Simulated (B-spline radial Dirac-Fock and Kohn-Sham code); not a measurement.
# Form factor and incoherent scattering function of Zn²⁶⁺

System: Zn²⁶⁺, configuration [He] 2s2.

Calculated with a radial atomic solver, using relativistic Hartree-Fock (Dirac-Fock) wave functions, averaged over the configuration. f₀ is the Fourier transform of the spherical electron density, S the Waller-Hartree incoherent function, and s = sin θ/λ. The electron scattering factor follows from the Mott-Bethe formula f_e = 0.023934 Å⁻¹·(Z − f₀)/s².

```
s (Å⁻¹)     f₀      S  f_e (Å)
      0  4.000  0.000        –
   0.05  3.998  0.004  248.932
   0.06  3.997  0.006  172.876
   0.08  3.995  0.010   97.251
    0.1  3.992  0.016   62.247
   0.12  3.989  0.023   43.233
   0.14  3.985  0.031   31.768
   0.18  3.975  0.051   19.225
   0.22  3.962  0.075   12.876
   0.27  3.943  0.112    8.555
   0.33  3.916  0.166    5.733
    0.4  3.877  0.239    3.908
   0.49  3.818  0.349    2.610
    0.6  3.733  0.503    1.746
   0.74  3.606  0.720    1.154
   0.91  3.431  0.996    0.768
   1.11  3.206  1.314    0.520
   1.36  2.914  1.663    0.350
   1.67  2.568  1.996    0.235
   2.05  2.203  2.263    0.158
   2.52  1.866  2.466    0.106
   3.09  1.606  2.649    0.071
   3.78  1.422  2.860    0.048
```

f₀ starts at the number of electrons, 4, and has fallen to half at s ≈ 2.33 Å⁻¹. The sum of ⟨r²⟩ over the electrons is 0.1072 bohr². For an ion f_e diverges as s goes to zero, because of the net charge.
